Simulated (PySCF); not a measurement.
BH₂O₂, SMILES O[B]O (connectivity only; charge and spin as stated), charge +1, multiplicity 1.

The structure is a stationary point at B3LYP-D3(BJ)/def2-TZVP. The spin state was assumed, not searched. The isomer is the one that the SMILES or the coordinates give; other isomers of the formula were not compared. The values are those of a single conformer.

These are PySCF with PBE/def2-TZVPD values and carry that method's errors.

Isolated molecule, no solvent.

Task: Estimate the frontier levels, gap, dipole moment and polarisability. (The exact figures need the calculation; the answer reports its results.)

Result: 
- highest occupied level: -16.44 eV
- lowest empty level: -7.36 eV
- orbital gap: 9.08 eV
- dipole moment about the centre of nuclear charge: 1.78 D
- mean static polarisability: 18.1 bohr³ (2.68 Å³)
- polarisability, principal values: 13.8, 13.8, 26.7 bohr³
